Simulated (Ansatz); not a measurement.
Steps of a relaxation of CH₆AlFSi (`F[CH]([AlH2])[SiH3]`) with RKS PBE0-D4/def2-TZVP.

```sh
$ ansatz run in.yaml --threads 2 --pin off --events-out ev --progress --plain --max-ram 4352MiB
```

```yaml
crystal:
  periodic: [false, false, false]
  atoms:
    - {symbol: F, position_ang: [-1.220304, 1.530168, -0.150868]}
    - {symbol: C, position_ang: [-0.040195, 0.744508, -0.234735]}
    - {symbol: Al, position_ang: [0.805370, 0.565639, 1.559058]}
    - {symbol: Si, position_ang: [-0.506783, -0.929986, -1.030310]}
    - {symbol: H, position_ang: [0.670015, 1.238663, -0.945250]}
    - {symbol: H, position_ang: [0.053562, 1.158472, 2.840690]}
    - {symbol: H, position_ang: [2.204762, -0.205461, 1.670306]}
    - {symbol: H, position_ang: [-1.385634, -1.721470, -0.097918]}
    - {symbol: H, position_ang: [-1.252095, -0.720012, -2.319267]}
    - {symbol: H, position_ang: [0.754405, -1.711722, -1.288707]}
basis:
  gaussian: {orbitals: def2-TZVP}
hamiltonian: {xc: pbe0, dispersion: d4}
relax: {f_tol: 0.005, max_steps: 150}
```

Positions (Å) and forces (eV/Å) along the path, 8 of 8 steps:

```xyz
10
step=1 energy=-18316.7423 eV
F    -1.220    1.530   -0.151    0.340   -0.121   -0.073
C    -0.040    0.745   -0.235    0.143   -0.079   -0.255
Al    0.805    0.566    1.559   -0.043    0.036    0.062
Si   -0.507   -0.930   -1.030   -0.059    0.019   -0.027
H     0.670    1.239   -0.945   -0.441   -0.164    0.368
H     0.054    1.158    2.841    0.114   -0.087   -0.190
H     2.205   -0.205    1.670   -0.175    0.094   -0.046
H    -1.386   -1.721   -0.098    0.201    0.160   -0.173
H    -1.252   -0.720   -2.319    0.170   -0.045    0.262
H     0.754   -1.712   -1.289   -0.250    0.187    0.073
10
step=2 energy=-18316.7674 eV
F    -1.202    1.532   -0.157    0.052   -0.010   -0.007
C    -0.039    0.730   -0.231    0.008   -0.039   -0.124
Al    0.798    0.564    1.558   -0.015   -0.010   -0.048
Si   -0.511   -0.928   -1.029    0.045    0.072    0.056
H     0.662    1.226   -0.929   -0.104   -0.073    0.120
H     0.056    1.152    2.828    0.018   -0.008   -0.024
H     2.187   -0.200    1.648   -0.016    0.013    0.004
H    -1.371   -1.715   -0.097    0.034    0.033   -0.057
H    -1.243   -0.721   -2.310    0.036   -0.014    0.069
H     0.747   -1.691   -1.277   -0.059    0.036    0.010
10
step=3 energy=-18316.7696 eV
F    -1.201    1.538   -0.162    0.024   -0.021    0.003
C    -0.044    0.729   -0.232   -0.034   -0.010   -0.003
Al    0.795    0.558    1.551    0.001    0.013    0.003
Si   -0.508   -0.925   -1.023   -0.012    0.031    0.000
H     0.659    1.220   -0.921    0.017    0.002   -0.007
H     0.059    1.148    2.820   -0.003    0.002    0.011
H     2.185   -0.200    1.643    0.003   -0.006   -0.007
H    -1.369   -1.714   -0.101   -0.003   -0.009    0.010
H    -1.238   -0.721   -2.300   -0.005   -0.004   -0.018
H     0.747   -1.684   -1.271    0.012    0.003    0.007
10
step=4 energy=-18316.7698 eV
F    -1.200    1.538   -0.161    0.005    0.001    0.002
C    -0.045    0.728   -0.232   -0.027    0.001    0.001
Al    0.794    0.559    1.551    0.002   -0.005    0.003
Si   -0.510   -0.924   -1.024    0.003    0.002    0.004
H     0.660    1.218   -0.920    0.011    0.004   -0.006
H     0.060    1.149    2.822    0.002    0.002    0.001
H     2.184   -0.201    1.639    0.002    0.000   -0.001
H    -1.369   -1.715   -0.101   -0.004   -0.003    0.001
H    -1.238   -0.723   -2.304    0.000   -0.001   -0.004
H     0.747   -1.680   -1.268    0.006   -0.001    0.000
10
step=5 energy=-18316.7698 eV
F    -1.204    1.537   -0.158    0.003    0.003   -0.002
C    -0.048    0.729   -0.231   -0.019   -0.003    0.008
Al    0.796    0.559    1.550   -0.002   -0.003    0.003
Si   -0.510   -0.923   -1.024    0.003    0.001    0.003
H     0.655    1.221   -0.920    0.009    0.003   -0.005
H     0.066    1.150    2.823    0.001    0.002    0.001
H     2.184   -0.205    1.635    0.005   -0.001   -0.002
H    -1.375   -1.712   -0.105   -0.005   -0.001    0.001
H    -1.229   -0.726   -2.309   -0.002   -0.001   -0.005
H     0.749   -1.681   -1.257    0.006   -0.001   -0.002
10
step=6 energy=-18316.7620 eV rejected
F    -1.206    1.550   -0.163   -0.167    0.111   -0.009
C    -0.076    0.725   -0.222    0.473   -0.030   -0.074
Al    0.784    0.547    1.554    0.133   -0.002   -0.015
Si   -0.511   -0.921   -1.027   -0.124   -0.142   -0.069
H     0.665    1.198   -0.897   -0.163   -0.002    0.107
H     0.079    1.167    2.828    0.007   -0.029    0.002
H     2.198   -0.202    1.619   -0.174    0.061   -0.005
H    -1.385   -1.710   -0.112    0.043   -0.022   -0.053
H    -1.227   -0.738   -2.322    0.054    0.001    0.074
H     0.763   -1.667   -1.257   -0.082    0.054    0.043
10
step=7 energy=-18316.7699 eV
F    -1.207    1.539   -0.157   -0.005    0.001    0.002
C    -0.053    0.728   -0.228   -0.001   -0.005   -0.001
Al    0.795    0.559    1.551   -0.003    0.000    0.003
Si   -0.511   -0.924   -1.024    0.000    0.004    0.002
H     0.653    1.219   -0.915    0.003   -0.001   -0.003
H     0.075    1.157    2.825    0.002   -0.001   -0.001
H     2.183   -0.207    1.629    0.001    0.000    0.000
H    -1.380   -1.716   -0.112    0.002    0.003   -0.001
H    -1.224   -0.727   -2.313    0.001   -0.001    0.000
H     0.752   -1.678   -1.252   -0.001    0.000    0.000
10
step=8 energy=-18316.7699 eV
F    -1.210    1.537   -0.155    0.001   -0.002   -0.001
C    -0.055    0.728   -0.228   -0.002   -0.001    0.001
Al    0.796    0.558    1.550    0.000    0.003   -0.001
Si   -0.511   -0.924   -1.025   -0.001    0.001    0.002
H     0.650    1.221   -0.915    0.001    0.002    0.001
H     0.080    1.158    2.827   -0.001   -0.001   -0.001
H     2.182   -0.209    1.626    0.002   -0.002    0.000
H    -1.385   -1.713   -0.115    0.000   -0.001   -0.001
H    -1.217   -0.729   -2.318    0.000    0.001    0.000
H     0.753   -1.678   -1.245    0.000   -0.001    0.000
```

Run time 43 s (2 threads of an Arm Neoverse V1 on a shared host); peak host memory 0.39 GiB.
